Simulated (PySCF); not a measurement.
Se(NH2)2, SMILES [Se](N)N (H₄N₂Se), PBE0/def2-SVP optimised geometry.

```
7

Se    -0.83    -1.13     0.00
N      1.00    -1.13     0.00
H      1.43    -0.74     0.84
H      1.43    -0.74    -0.84
N     -1.43     0.60     0.00
H     -1.20     1.13    -0.84
H     -1.20     1.13     0.84
```

Density from PBE0/def2-TZVP run with PySCF at that geometry.

Minimum of the electron density along straight lines between bonded atoms, close to the bond critical point (lines longer than 1.1 times the sum of covalent radii, or with two minima, are not listed):

```json
[
 {"bond": "Se1–N2", "length / Å": "1.828", "ρ at the minimum / e bohr⁻³": "0.167", "∇²ρ there / e bohr⁻⁵": "0.07", "position (fraction from the first atom)": "0.47"},
 {"bond": "N2–H3", "length / Å": "1.017", "ρ at the minimum / e bohr⁻³": "0.334", "∇²ρ there / e bohr⁻⁵": "-1.62", "position (fraction from the first atom)": "0.74"},
 {"bond": "N2–H4", "length / Å": "1.017", "ρ at the minimum / e bohr⁻³": "0.334", "∇²ρ there / e bohr⁻⁵": "-1.62", "position (fraction from the first atom)": "0.74"},
 {"bond": "Se1–N5", "length / Å": "1.828", "ρ at the minimum / e bohr⁻³": "0.167", "∇²ρ there / e bohr⁻⁵": "0.07", "position (fraction from the first atom)": "0.47"},
 {"bond": "N5–H6", "length / Å": "1.017", "ρ at the minimum / e bohr⁻³": "0.334", "∇²ρ there / e bohr⁻⁵": "-1.62", "position (fraction from the first atom)": "0.74"},
 {"bond": "N5–H7", "length / Å": "1.017", "ρ at the minimum / e bohr⁻³": "0.334", "∇²ρ there / e bohr⁻⁵": "-1.62", "position (fraction from the first atom)": "0.74"}
]
```
